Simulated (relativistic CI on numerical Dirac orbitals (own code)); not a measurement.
Ti2+ in a cubic cluster: L2,3 absorption with charge transfer

Computed with a charge-transfer multiplet model of a cubic metal-ligand cluster with up to one ligand hole, Slater and spin-orbit integrals from Dirac-Coulomb-Breit ions, Slater integrals scaled by 0.8. The parameters are those of a tetrahedral site (10Dq negative, t2 hopping the larger). The ground state mixes d2 with configurations of k ligand holes L, whose averages lie at kΔ + k(k − 1)U_dd/2; a core hole lowers each added d electron by U_cd. 20 K, Lorentzian 0.4 eV and Gaussian 0.3 eV FWHM.

Atomic integrals in eV (Slater integrals scaled, ζ unscaled), ground: F2dd 6.578, F4dd 4.090, zeta_d 0.013; with the core hole: F2dd 7.324, F4dd 4.560, zeta_d 0.022, zeta_core 3.746, F2cd 3.920, G1cd 2.783, G3cd 1.577.

Cluster parameters (eV): Δ = 4.5, U_dd = 5.6, 10Dq = -0.45, 10Dq(ligand) = 0, V(eg) = 0.8, V(t2g) = -1.36, final-state hopping factor = 1.

| Case | n_d | d2 | d3L | S |
| --- | --- | --- | --- | --- |
| U_cd = 5.3 eV | 2.23 | 0.77 | 0.23 | 1.00 |
| U_cd = 6.5 eV | 2.23 | 0.77 | 0.23 | 1.00 |
| U_cd = 7.1 eV | 2.23 | 0.77 | 0.23 | 1.00 |

Weights, n_d and S are thermal averages at 20 K. Photon energies count from the first peak over 30 % of the highest in each spectrum, which can be another peak from case to case. The parameters are a model scan and need not match a compound or its usual spin state. Peaks in eV (height, largest 100):
- U_cd = 5.3 eV: -1.8 (8), 0.0 (100), 1.6 (24), 4.1 (34), 4.8 (46), 6.1 (57)
- U_cd = 6.5 eV: -1.8 (8), 0.0 (100), 1.6 (25), 4.2 (35), 4.9 (43), 6.1 (57)
- U_cd = 7.1 eV: 0.0 (100), 1.5 (25), 4.1 (34), 4.9 (44), 6.0 (57)

For the case U_cd = 6.5 eV, Δ = 4.5 eV is smaller than U_dd = 5.6 eV, the charge-transfer side of the Zaanen-Sawatzky-Allen scheme. With the core hole the configuration with one ligand hole lies at Δ + U_dd − U_cd = 4.8, 3.6, 3.0 eV from the one without, in the order of the table; where this is negative the screened configuration lies lower, though the effective hopping of about 3.5 eV (from the holes of the mixed ground state) mixes the two strongly wherever it is as large as the gap.

With at most 1 ligand hole the space is cut while the next configuration still counts, so covalency is underestimated, and a final configuration with one more ligand hole, which can lie low, is missing from the spectra.
